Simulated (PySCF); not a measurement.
**First-order multiplets**

Bonds (- single, = double, # triple, : aromatic): C1=C2, C2-C3, C3-C4, C4-N5, N5-B6, B6-N7, N7-C3. C1 carries H8, H9; C2 carries H10; C3 carries H11; C4 carries H12, H13; N5 carries H14; B6 carries H15; N7 carries H16. Stereochemistry as in C=C[C@@H]1CNBN1. H13 is cis to C2 on the ring; H9 is cis to C3; H12 is trans to C2 on the ring; H8 is trans to C3.

- spin–spin couplings from B3LYP/pcJ-1 (spin–dipole term only in couplings to heteroatoms)
- coordinates at the PBE0-D3(BJ)/def2-SVP level
- shielding tensors at CAM-B3LYP/pcSseg-1 (GIAO)
- program: PySCF 2.14.0 with density-fitted response routines
- one computed conformer, isolated molecule, no relativistic terms

Referencing at the same level of theory: ¹H, ¹³C vs TMS.

Spectrometer: 400 MHz for ¹H. First-order analysis; couplings under 1 Hz (under 4 Hz in carbon signals) are ignored, and nearly equal couplings are merged; the smaller ones broaden or split the lines further.

Question: What pattern does H11 show (¹H)?

Answer: A doublet of doublets of doublets at δ 3.91: 12.6 Hz to H12 (1 × ¹H, 3 bonds away), 10.0 Hz to H10 (1 × ¹H, 3 bonds away), 5.5 Hz to H13 (1 × ¹H, 3 bonds away). Lines in Hz from the centre (relative intensity): +14.1 (1), +8.6 (1), +4.0 (1), +1.4 (1), -1.4 (1), -4.0 (1), -8.6 (1), -14.1 (1). The outer lines are 28.1 Hz apart, the sum of the couplings kept, or 0.070 ppm at this field.

Question: What pattern does H10 show (¹H)?

Answer: A doublet of doublets of doublets at δ 5.93: 18.0 Hz to H9 (1 × ¹H, 3 bonds away), 10.8 Hz to H8 (1 × ¹H, 3 bonds away), 10.0 Hz to H11 (1 × ¹H, 3 bonds away). Lines in Hz from the centre (relative intensity): +19.4 (1), +9.4 (1), +8.6 (1), +1.4 (1), -1.4 (1), -8.6 (1), -9.4 (1), -19.4 (1). The outer lines are 38.8 Hz apart, the sum of the couplings kept, or 0.097 ppm at this field.

Question: What pattern does C4 show in the proton-coupled ¹³C spectrum?

Answer: A triplet of doublets at δ 53.5: 143.6 Hz to H12 and H13 (2 × ¹H, 1 bond away), 6.8 Hz to H15 (1 × ¹H, 3 bonds away). Lines in Hz from the centre (relative intensity): +147.0 (1), +140.2 (1), +3.4 (2), -3.4 (2), -140.2 (1), -147.0 (1). The outer lines are 294.0 Hz apart, the sum of the couplings kept, or 2.923 ppm at this field.

Question: What pattern does H8 show (¹H)?

Answer: A doublet of doublets at δ 5.07: 10.8 Hz to H10 (1 × ¹H, 3 bonds away), 2.0 Hz to H9 (1 × ¹H, 2 bonds away). Lines in Hz from the centre (relative intensity): +6.4 (1), +4.4 (1), -4.4 (1), -6.4 (1). The outer lines are 12.8 Hz apart, the sum of the couplings kept, or 0.032 ppm at this field.

Exchangeable OH/NH protons stand at their gas-phase positions; hydrogen bonding in a real sample shifts them, mostly to higher δ. Hydrogens on boron are broadened and split by ¹¹B (spin 3/2, 80 %) and 10B (spin 3). Unscaled 3J(H,H) at this level run about 10 % above measured values. Couplings across =CH–CH2 type bonds come from one rotamer and its mirror image, and can be 1–2 Hz further off. Vicinal couplings across rotatable single bonds and in flexible rings belong to the one computed conformer; a conformer average would change them.
